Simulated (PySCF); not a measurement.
C₂H₃BN₂O, SMILES C1=NC=NB1O.

Geometry: PBE0-D3(BJ)/def2-SVP. The structure was generated by enumeration, and PubChem lists no compound with its InChIKey, so it may never have been made. The values are those of a single conformer.

All values below come from TDDFT-B3LYP/def2-SVPD (PySCF).

Vertical excitations. Isolated molecule, no solvent. State labels are in the subgroup Cs.

```json
[
 {"state": "S1", "symmetry": "A\"", "energy (eV)": "2.75", "λ (nm)": "451", "f": "0.000", "main pairs": "HOMO→LUMO 100 %"},
 {"state": "S2", "symmetry": "A\"", "energy (eV)": "3.37", "λ (nm)": "367", "f": "0.001", "main pairs": "HOMO−1→LUMO 100 %"},
 {"state": "S3", "symmetry": "A'", "energy (eV)": "4.19", "λ (nm)": "296", "f": "0.017", "main pairs": "HOMO−2→LUMO 99 %"},
 {"state": "S4", "symmetry": "A\"", "energy (eV)": "6.19", "λ (nm)": "200", "f": "0.000", "main pairs": "HOMO−4→LUMO 96 %"},
 {"state": "S5", "symmetry": "A'", "energy (eV)": "6.54", "λ (nm)": "190", "f": "0.003", "main pairs": "HOMO→LUMO+1 98 %"},
 {"state": "S6", "symmetry": "A\"", "energy (eV)": "6.56", "λ (nm)": "189", "f": "0.000", "main pairs": "HOMO→LUMO+2 98 %"},
 {"state": "S7", "symmetry": "A\"", "energy (eV)": "6.75", "λ (nm)": "184", "f": "0.000", "main pairs": "HOMO−5→LUMO 97 %"},
 {"state": "S8", "symmetry": "A'", "energy (eV)": "6.75", "λ (nm)": "184", "f": "0.118", "main pairs": "HOMO−3→LUMO 86 %"},
 {"state": "S9", "symmetry": "A'", "energy (eV)": "7.14", "λ (nm)": "174", "f": "0.057", "main pairs": "HOMO−1→LUMO+1 94 %"},
 {"state": "S10", "symmetry": "A\"", "energy (eV)": "7.26", "λ (nm)": "171", "f": "0.004", "main pairs": "HOMO−1→LUMO+2 96 %"},
 {"state": "T1", "symmetry": "A\"", "energy (eV)": "2.34", "λ (nm)": "529", "f": "0", "main pairs": "HOMO→LUMO 94 %"},
 {"state": "T2", "symmetry": "A'", "energy (eV)": "2.89", "λ (nm)": "429", "f": "0", "main pairs": "HOMO−2→LUMO 97 %"},
 {"state": "T3", "symmetry": "A\"", "energy (eV)": "2.97", "λ (nm)": "418", "f": "0", "main pairs": "HOMO−1→LUMO 94 %"},
 {"state": "T4", "symmetry": "A'", "energy (eV)": "5.13", "λ (nm)": "241", "f": "0", "main pairs": "HOMO−3→LUMO 67 %, HOMO−2→LUMO+2 19 %, HOMO−6→LUMO 12 %"}
]
```
Triplets are in the Tamm–Dancoff approximation, which puts them higher than full response would, so one can lie above its singlet here.
